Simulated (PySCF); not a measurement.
PySCF input file for ClH2NPb, SMILES [Pb]([NH2])[Cl] (connectivity only; charge and spin as stated), neutral, multiplicity 1, IEF-PCM-ωB97X/def2-SVP. Geometry optimised at PBE-D3(BJ)/def2-TZVP. The def2 effective core potentials stand for the cores of Pb; spin–orbit coupling is left out. The values are those of a single conformer.

```python
import numpy as np
from pyscf import gto, scf, dft
from pyscf.solvent import pcm

mol = gto.M(
    atom='''
    Pb   -0.25785268    0.34201389    0.00000000
    Cl    0.21949492   -2.11509557    0.00000000
    N     1.81061327    0.85340670    0.00000000
    H     2.19779830    1.79478400    0.00000000
    H     2.54041516    0.14285495    0.00000000
    ''',
    basis='def2-SVP',
    ecp={'Pb': 'def2-svp'},
    charge=0,
    spin=0,
    max_memory=1600,
    verbose=3,
)
mf = dft.RKS(mol, xc='wb97x').density_fit(auxbasis='def2-universal-jkfit')
mf.grids.level = 3
mf.conv_tol = 1e-9
mf.max_cycle = 100
mf.kernel()
res = {}
for name, eps in {'water': 78.355, 'ethylethanoate': 5.9867, '1-octanol': 9.8629}.items():
    s = mf.PCM()
    s.with_solvent.method, s.with_solvent.eps, s.with_solvent.lebedev_order = 'IEF-PCM', eps, 29
    s.kernel(mf.make_rdm1())
    res[name] = (s.e_tot, eps, s.dip_moment(), s.mo_energy, s.converged)
    print(f'{name}: electrostatic solvation free energy {(s.e_tot - mf.e_tot) * 627.509474:.3f} kcal/mol')
```

Log of the run:

```
converged SCF energy = -708.917521140286

WARN: PCM is an experimental feature. It is still in testing.
Features and APIs may be changed in the future.

converged SCF energy = -708.931332158963
Dipole moment(X, Y, Z, Debye): -1.22271,  5.48036,  0.00000
water: electrostatic solvation free energy -8.667 kcal/mol

WARN: PCM is an experimental feature. It is still in testing.
Features and APIs may be changed in the future.

converged SCF energy = -708.928107538239
Dipole moment(X, Y, Z, Debye): -1.07196,  5.15775, -0.00000
ethylethanoate: electrostatic solvation free energy -6.643 kcal/mol

WARN: PCM is an experimental feature. It is still in testing.
Features and APIs may be changed in the future.

converged SCF energy = -708.929401909118
Dipole moment(X, Y, Z, Debye): -1.13072,  5.28753, -0.00000
1-octanol: electrostatic solvation free energy -7.455 kcal/mol
```

The calculation finished and met its thresholds.

Cost: very roughly 15 core-seconds.
